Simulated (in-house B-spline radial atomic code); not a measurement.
Bi. Computed with a B-spline radial atomic code. Model: all-electron spherical atom, spin shells full or empty, radial basis limit, no spin-orbit coupling, Breit or QED, empty-state partial waves extrapolated as (l+1/2)^-4, RPA, G0W0 and static COHSEX of the highest shell as one setting changes (uncorrelated shells keep exact exchange).

Without the two-electron picture change, core correlation of heavy ions comes too large.

Given: element Bi; charge 0; filled core Xe; hamiltonian one-electron scalar X2C; mean-field start r2SCAN; highest l of empty states 9; nuclear rms radius 5.5211 fm; highest mean-field shell 6p up.

Shell: 4f 7 7, 5d 5 5, 6s 1 1, 6p 3 0 (electrons up and down).

```tsv
lowest nl shells left uncorrelated	RPA correlation energy (hartree)	G0W0 level (eV)	G0W0 minus most complete (meV)	COHSEX level (eV)	linearised minus solved G0W0 (meV)
0	-7.3193	-8.7215	0	-10.408	-66.9
1	-7.0692	-8.7214	0.1	-10.408	-66.9
2	?	?	?	?	?
3	-6.2278	-8.7212	0.3	-10.407	-66.9
4	?	?	?	?	?
5	-5.4052	-8.7224	-0.9	-10.411	-67
6	-4.3701	-8.7198	1.7	-10.404	-66.8
7	-4.182	-8.7213	0.2	-10.407	-66.9
8	-3.6155	-8.731	-9.5	-10.43	-67.4
9	-2.6518	-8.7228	-1.3	-10.415	-67
10	-2.4564	-8.7329	-11.4	-10.43	-67.6
11	-1.1611	-8.6883	33.2	-10.345	-65
12	-0.77056	-8.686	35.5	-10.343	-65
13	-0.13474	-8.5013	220.2	-9.9611	-56.5
14	-0.052717	-8.5361	185.4	-9.7919	-60.1
```

Task: What follows for lowest nl shells left uncorrelated = 2?

Result: RPA correlation energy -6.8528 hartree; G0W0 level -8.7214 eV; G0W0 minus most complete 0.1 meV; COHSEX level -10.408 eV; linearised minus solved G0W0 -66.9 meV.

Task: What follows for lowest nl shells left uncorrelated = 4?

Result: RPA correlation energy -6.0271 hartree; G0W0 level -8.7213 eV; G0W0 minus most complete 0.2 meV; COHSEX level -10.408 eV; linearised minus solved G0W0 -66.9 meV.
